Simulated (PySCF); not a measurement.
**Level sweep**

Compound: phosphorus tribromide, PBr3.
InChI=1S/Br3P/c1-4(2)3

PySCF, dipoles from the SCF density, polarisabilities from static response with core orbitals frozen. Isolated species at its PBE0-D3(BJ)/def2-SVP geometry, gas phase. Relativistic effects, spin–orbit coupling among them, are left out although an element past zinc is present.

Problem. How do dipole and polarisability depend on functional and basis here?

Solution. 

| level | μ (D) | error (%) | α (au) | error (%) | anisotropy (au) |
| --- | --- | --- | --- | --- | --- |
| LDA/def2-SVPD | 0.342 | -44.0 | 98.32 | +1.3 | 36.80 |
| PBE/def2-SVPD | 0.308 | -49.5 | 98.35 | +1.4 | 36.93 |
| B3LYP/def2-SVPD | 0.420 | -31.2 | 95.93 | -1.1 | 35.27 |
| PBE0/def2-SVPD | 0.354 | -41.9 | 94.69 | -2.4 | 34.51 |
| BHandHLYP/def2-SVPD | 0.464 | -24.0 | 92.63 | -4.5 | 33.26 |
| CAM-B3LYP/def2-SVPD | 0.436 | -28.5 | 93.94 | -3.2 | 33.75 |
| wB97X-D/def2-SVPD | 0.360 | -41.0 | 93.94 | -3.2 | 33.56 |
| LC-wPBE/def2-SVPD | 0.338 | -44.5 | 91.54 | -5.7 | 32.27 |
| HF/def2-SVPD | 0.475 | -22.1 | 90.09 | -7.2 | 31.60 |

Reference dipole: 0.610 D (measured, gas; NIST CCCBDB Release 22 (SRD 101), experimental dipoles). Reference polarisability: 14.380 Å³ (measured, gas; NIST CCCBDB Release 22 (SRD 101), experimental polarizabilities). The anisotropy is √(½[(α1 − α2)² + (α2 − α3)² + (α3 − α1)²]). For the dipole, the smallest error is 22.1% (HF/def2-SVPD) and the largest 49.5% (PBE/def2-SVPD). Even the closest misses by 22%. For the polarisability, the smallest error is 1.1% (B3LYP/def2-SVPD) and the largest 7.2% (HF/def2-SVPD). The dipole runs from 0.31 D (PBE/def2-SVPD) to 0.48 D (HF/def2-SVPD). In one basis (def2-SVPD) the functionals order the polarisability from HF (lowest) to PBE (highest), a spread of 9%. Measured values can belong to vibrating molecules; the computed ones are for one fixed geometry.
